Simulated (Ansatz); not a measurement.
Reading a saddle point

A first-order saddle point of GeH₆S, singlet, PBE0-D4/def2-TZVP, with one imaginary mode of 1445i cm⁻¹:

```xyz
8
angstrom
Ge -0.7102 -0.4498 -0.1430
H 1.0127 -0.7126 -0.7156
H -1.0423 -0.9947 -1.5582
H -1.7364 0.6793 0.0855
H -0.7215 -1.5464 0.9192
H 1.2666 -0.0687 -0.0214
S 0.9888 1.0750 1.1947
H 0.9423 2.0180 0.2390
```

Ansatz 0.2.0; basis: def2-TZVPP and def2-QZVPP; cores frozen in the correlated methods. Filled d shells of the heavier atoms are correlated. The def2 sets are not built for correlating such inner shells, so the correlated values are less sure here. Extrapolation: Hartree–Fock as exp(−7.88 √X), correlation as X^−2.97.

Task: Which contacts change along the imaginary mode, and what lies on either side? (Judge from chemistry; the calculation decides.)

Result: Computed: The step is GeH₄ + H₂S → GeH₄S ([SH][GeH3]) + H₂, with the molecules in contact on both sides. Shortening one way: Ge1–S7, H2–H6; lengthening the same way: Ge1–H2, H6–S7.
```csv
pair,one side (Å),saddle (Å),other side (Å)
Ge1–S7,3.87,2.65,2.23
H2–H6,3.24,0.98,0.75
Ge1–H2,1.53,1.83,3.95
H6–S7,1.34,1.69,3.15
```

Task: Which side is lower, and how far does the saddle lie above each? (Judge from chemistry; the value comes from the calculation.)

Result: Computed: The side with Ge1–S7, H2–H6 short is lower by 4.80 kcal/mol; the saddle lies 62.05 kcal/mol above it and 57.26 kcal/mol above the other (CCSD(T) at an estimated basis limit (MP2 extrapolated from triple and quadruple zeta, plus CCSD(T) − MP2 in triple zeta); electronic energies).

The T1 diagnostic stays at or below 0.015.

Labels in which every atom is bracketed show which atoms are joined, not bond orders.

For scale, one of the runs: CCSD(T)/def2-TZVPP, 174 basis functions, launched by `ansatz run in.yaml --threads 2 --pin off --events-out ev --progress --plain --max-ram 4352MiB`. Hardware: 2 CPU threads, shared host. Wall time 38 s; peak host memory 1.4 GiB.
